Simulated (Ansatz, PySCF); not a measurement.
Gas-phase reaction (SMILES): FB(F)F [trifluoroborane] + [H][H] (H2) -> FBF + F (HF); hydrogen cleaves one B-F bond, a model of a ligand-exchange step.

Structures are relaxed separately at B3LYP-D3(BJ)/def2-TZVP in Ansatz (a first-principles code). Correlated levels leave the core frozen unless marked. Spin-orbit coupling is left out. No relativistic terms. CBS marks a two-point X^-3 extrapolation of the correlation energy; Hartree-Fock from the larger set. Thermal terms are rigid-rotor harmonic-oscillator values from B3LYP-D3(BJ) frequencies (Ansatz or PySCF) at 298.15 K and 1 atm. 1 Eh = 627.5095 kcal/mol.

```
species      E, CCSD(T)/CBS(cc-pVTZ,cc-pVQZ) (Ansatz) (Eh)  E, wB97X-V/def2-TZVPD (Ansatz) (Eh)  H - E (Eh)  G - E (Eh)
-----------  ---------------------------------------------  -----------------------------------  ----------  ----------
FB(F)F                                          -324.34859                           -324.60127     0.01684    -0.01208
[H][H] (H2)                                       -1.17450                             -1.17238     0.01336    -0.00144
FBF                                             -225.08740                           -225.27502     0.02196    -0.00581
F (HF)                                          -100.39146                           -100.45520     0.01259    -0.00713
```

Problem. Work out ΔE and ΔH, ΔG, ΔS and the equilibrium constant at 298.15 K at the first level, then ΔH at the second.

Solution. 
1. ΔE = [(-225.08740) + (-100.39146)] - [(-324.34859) + (-1.17450)] = 0.04423 Eh = 27.8 kcal/mol at CCSD(T)/CBS(cc-pVTZ,cc-pVQZ).
2. The terms H - E add up to 0.00435 Eh, so ΔH = (0.04423 + (0.00435))×627.5095 = 30.5 kcal/mol.
3. The terms G - E add up to 0.00058 Eh, so ΔG = 28.1 kcal/mol, and ΔS = (0.00435 - (0.00058))×627509.5/298.15 = 7.9 cal/(mol K).
4. log10 K = -ΔG/(RT ln 10) = -20.6, with RT ln 10 = 1.3642 kcal/mol.
5. At wB97X-V/def2-TZVPD the same steps give ΔE = 27.3 and ΔH = 30.0 kcal/mol, a shift of -0.5 from the first level.
6. These values are not checked against measurement here, since the tables used lack a sound gas-phase enthalpy of formation for at least one species.
